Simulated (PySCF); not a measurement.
**Run times: vanadium in aug-cc-pVDZ-DK**

Measured wall times of calculations with PySCF 2.14 in aug-cc-pVDZ-DK (7s6p4d2f, 59 functions), with scalar relativity by spin-free X2C-1e, run from one Python driver. Hardware: 1 thread of Neoverse-N1 on a shared host, 1.3 GiB allowed. The two-electron integrals over 59 functions were computed once and kept in memory (1.4 CPU seconds with the set-up); the times below exclude them. Kohn-Sham runs start from converged Hartree-Fock orbitals.

Launch command (the driver calls PySCF for each step listed in the task file):

```bash
OMP_NUM_THREADS=1 python atomrun2.py TASK.json OUT
```

```tsv
species	step	iterations	wall time (s)
V²⁺ [Ar] 3d3	UHF	5	0.47
V²⁺ [Ar] 3d3	MN15	6	3.6
V²⁺ [Ar] 3d3	M06-2X	5	3.1
V²⁺ [Ar] 3d3	MP2 (3 electrons)		0.04
V³⁺ [Ar] 3d2	UHF	4	0.35
V³⁺ [Ar] 3d2	MN15	5	3.1
V³⁺ [Ar] 3d2	M06-2X	4	2.6
V³⁺ [Ar] 3d2	MP2 (2 electrons)		0.03
```

Peak memory of the process: 0.25 GiB. Times on a shared host vary from run to run.
